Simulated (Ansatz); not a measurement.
Gas-phase electronic energies from Ansatz, PBE0-D4/def2-TZVP geometries. CBS: MP2 limit from def2 TZ/QZ plus the TZ coupled-cluster correction, frozen cores. Functionals use def2-TZVPP. B3LYP here is the variant with VWN-RPA as its local correlation; programs differ in this.

Reaction (redistribution): `[SiH3]C1CB1Cl` + `CBCl` → `CB[SiH3]` + `ClB1CC1Cl`

| level | ΔE (kJ/mol) | difference from CCSD(T)/CBS |
| --- | --- | --- |
| PBE-D4 | 196.4 | -14.3 |
| PBE0-D4 | 203.1 | -7.6 |
| B3LYP-D4 | 204.2 | -6.5 |
| ωB97X-V | 204.6 | -6.1 |
| ωB97M-V | 211.6 | 0.9 |
| B2PLYP | 210.5 | -0.2 |
| r2SCAN | 208.6 | -2.1 |
| PBE0 | 202.1 | -8.6 |
| HF/def2-TZVPP | 212.4 | 1.7 |
| MP2/def2-TZVPP | 223.6 | 12.9 |
| SCS-MP2/def2-TZVPP | 216.9 | 6.2 |
| CCSD/def2-TZVPP | 210.8 | 0.1 |
| HF/def2-QZVPP | 212.5 | 1.8 |
| MP2/def2-QZVPP | 223.3 | 12.6 |
| HF/CBS(def2) | 212.5 | 1.8 |
| MP2/CBS(def2) | 223.1 | 12.4 |
| CCSD(T)/CBS | 210.7 | 0 |

Largest T1 diagnostic among the species: 0.012.

From PBE to PBE0 (25 % exact exchange), in def2-TZVPP and without D4, ΔE moves by +6.8 kJ/mol.
